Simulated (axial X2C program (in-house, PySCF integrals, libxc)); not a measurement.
**TiSi: from the spin-free to the two-component result**

Calculated with an in-house relativistic program for diatomic molecules. Spin-free means the one-electron spin-free X2C Hamiltonian; two-component (2c) means X2C with spin–orbit coupling and atomic mean-field two-electron Coulomb and Gaunt terms, so the difference of the two also holds small scalar two-electron terms. Basis: Ti dyall-cv3z [10s10p6d4f2g], Si dyall-v3z [8s7p2d1f] (cores contracted in-house); Gaussian nuclei, density fitting, unrestricted open shells. Masses: Ti 47.948 u, Si 27.977 u.

Spin-free state: M_S = 2, Λ = 2 (beyond evenly filled blocks: σα, π+α, π-α, δ+α); fragments Ti + Si.

```
level  Re (Å)  ωe (cm⁻¹)  De (eV)  μ (D)
 PBE0   2.421      376.4    2.346  -4.00
```

Dipoles are positive if Si is the positive end.

Two-component determinant lowest at the distance of the search:

Ω = 4 (⟨Sz⟩ = 2.00, ⟨Lz⟩ = 2.00 at PBE0); fragments Ti + Si.

```tsv
level	Re (Å)	ωe (cm⁻¹)	μ (D)
PBE0	2.421	376.3	-4.00
```

(1) From the two tables, how do the constants change at the PBE0 level (2c against spin-free)?

One determinant describes the state; a PBE0 search over occupations chose it and may have missed a lower one. De is counted from the lowest determinant-based energies of the atoms at the same level, without counterpoise correction. De is not given where an atomic determinant may have missed its ground term or J level, or where the truncated virtual space spoils (T). Density functionals use the spin component along the axis (collinear). PBE0 can misorder states that lie within some tenths of an eV, so this need not be the ground state of the molecule. The nearest other spin-free determinant of the search, M_S = 1, Λ = 3, lies 0.55 eV up at the distance of the search. The functionals have no current-density term, which raises determinants with orbital currents, atoms included. With several unpaired electrons one determinant need not be a pure state. Open-shell Ω = 0 determinants with evenly filled partner blocks cannot be reached by this program, so the Ω shown need not be the lowest component.

Answers

(1) At the PBE0 level Re is unchanged within 0.001 Å and ωe is unchanged to within 0.2 cm⁻¹.
